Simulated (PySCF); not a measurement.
Species: H7P3Si.
Numbering: `[PH2:1][SiH:2]([PH2:3])[PH2:4]` (hydrogens: H5, H6 on P1; H7 on Si2; H8, H9 on P3; H10, H11 on P4)

The calculation used PBE0-D3(BJ)/def2-SVP geometry optimisation, gas phase (PySCF).

List the bond lengths and angles at this level.

```tsv
bond	length (pm)
P1–Si2, Si2–P3, Si2–P4	226.7
P1–H5 and 5 like bonds	143.0
Si2–H7	149.5
```

Bonds in one row agree within 1 pm and their mean is given. A selection of angles:
```tsv
angle	degrees
Si2–P1–H5	93.1
Si2–P1–H6	94.6
H5–P1–H6	93.7
P1–Si2–P3	111.3
P1–Si2–H7	107.6
```

All 3 P–Si bonds measure 2.267 Å. Si2 (SiH silicon) is tetrahedral (angles from 107.6° to 111.4°). P1 (three-coordinate phosphorus) is pyramidal (angles 94.6°, 93.7° and 93.1°, sum 281.3°, 0.86 Å off the plane of its three neighbours).

Point group: C3 (tolerance 0.08 Å). No PBE0-D3(BJ)/def2-SVP frequencies stand behind this structure, so it isn't proved a minimum. One conformer, not necessarily the lowest (H–P1–Si2–P3 52° and -42°, P1–Si2–P3–H -167° and -73°, P1–Si2–P4–H -42° and 52°).
